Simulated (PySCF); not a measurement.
NO₂, doublet, geometry from GFN2-xTB. Base run: PySCF with TPSS/def2-SVP.

Geometry (Å):
```xyz
3

N      0.0263    -0.0010     0.2939
O      0.0105     1.1020    -0.1269
O     -0.0335    -1.1012    -0.1303
```
Charge 0, spin multiplicity 2.
Orbitals are unrestricted.
All else is at PySCF's defaults.

Variants of this job, named by their change:

```tsv
change	E (Eh)	HOMO (eV)	dipole (D)	<S^2>
base	-204.95905	-5.90	0.19	0.752
functional = lc_wpbe	-204.79532	-10.65	0.33	0.753
functional = scan	-204.85135	-6.42	0.22	0.753
functional = b97-1	-204.86331	-7.37	0.26	0.753
functional = m06l	-204.90461	-6.17	0.25	0.752
functional = o3lyp	-204.86687	-6.63	0.23	0.752
functional = m062x	-204.82856	-9.48	0.33	0.754
functional = camb3lyp	-204.84768	-9.28	0.31	0.753
functional = blyp	-204.91314	-5.54	0.17	0.751
functional = pw91,pw91	-204.88190	-5.72	0.17	0.751
functional = wb97x	-204.86525	-10.30	0.32	0.753
functional = hse06	-204.72611	-7.37	0.28	0.753
functional = b3lyp	-204.91818	-7.41	0.26	0.753
```

Total energies compare only within one method and basis.

Open shells are given as the SCF converged; they aren't shown to be the lowest states, and a large step between rows can be another state.
